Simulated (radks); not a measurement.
Problem. Species: Sr8+. Configuration: [Ar] 3d10 4s2. Method: scalar-relativistic Kohn-Sham, LB94 model potential, spin-polarised, spherical densities, finite nucleus; Fermi nuclear charge, rms radius 4.224 fm; computed with a radial shooting solver on a logarithmic mesh with Libxc functionals. Some entries of the table are withheld. Estimate them.

| orbital | occ. | eigenvalue (hartree) | r(max) (bohr) | <r> (bohr) |
|---|---|---|---|---|
| 1s | 2 | -594.7212 | 0.02553 | 0.03909 |
| 2s | 2 | -85.39069 | 0.1450 | (1) |
| 2p | 6 | -76.61592 | 0.1158 | 0.1497 |
| 3s | 2 | -17.51517 | 0.4357 | (2) |
| 3p | 6 | -14.67179 | 0.4302 | 0.4962 |
| 3d | 10 | -9.96293 | 0.3730 | 0.4892 |
| 4s | 2 | -5.97819 | 1.100 | 1.184 |

Solution. 
(1) 2s <r> (bohr): 0.1719
(2) 3s <r> (bohr): 0.4912
